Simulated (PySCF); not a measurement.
## C5H4O2: core ionisation energies

Compound: C5H4O2.
SMILES with atom numbers: `[CH3:1][C:2](=[O:3])[C:4]#[C:5][CH:6]=[O:7]`

Method used: delta-SCF UKS SCAN, pcX-2 on the ionised atom, pcseg-1 elsewhere, spin-free X2C (PySCF 2.14.0). Each binding energy is the total energy of the core-ionised species, with the hole localised on one atom, minus that of the ground state; both are solved self-consistently, so orbital relaxation is included.

Task: List the computed XPS lines with their assignment.

Result: 
| atom(s) | environment | level | binding energy (eV) | above the level's lowest (eV) | count |
| --- | --- | --- | --- | --- | --- |
| C1 | methyl carbon next to a carbonyl | C 1s | 291.54 | 0.00 | 1 |
| C2 | ketone carbonyl carbon | C 1s | 294.48 | +2.94 | 1 |
| O3 | ketone oxygen | O 1s | 538.14 | 0.00 | 1 |
| C4 | alkyne carbon | C 1s | 291.68 | +0.14 | 1 |
| C5 | alkyne carbon | C 1s | 291.62 | +0.08 | 1 |
| C6 | aldehyde carbon | C 1s | 294.38 | +2.84 | 1 |
| O7 | aldehyde oxygen | O 1s | 538.35 | +0.21 | 1 |

Lowest listed C 1s: C1, bonded to C and 3 H. Highest, 2.94 eV above it: C2, bonded to O (double bond) and 2 C. The widest gap between neighbouring values is 2.70 eV, between 291.68 and 294.38 eV.

The 2 O 1s values lie within 0.21 eV of each other; Gaussian lines of 0.5 eV full width would blend them into one maximum.

Task: Which photon wavelength matches the O 1s of O3 threshold?

Result: λ = hc/E = 12398.42 eV Å / 538.14 eV = 23.039 Å.

Spin contamination (⟨S²⟩ against 0.75 for a pure doublet) is marked for C 1s of C4 (0.87), C 1s of C5 (0.85) and C 1s of C6 (0.99), which makes these values less certain. Isolated species at its GFN2-xTB geometry, gas phase.
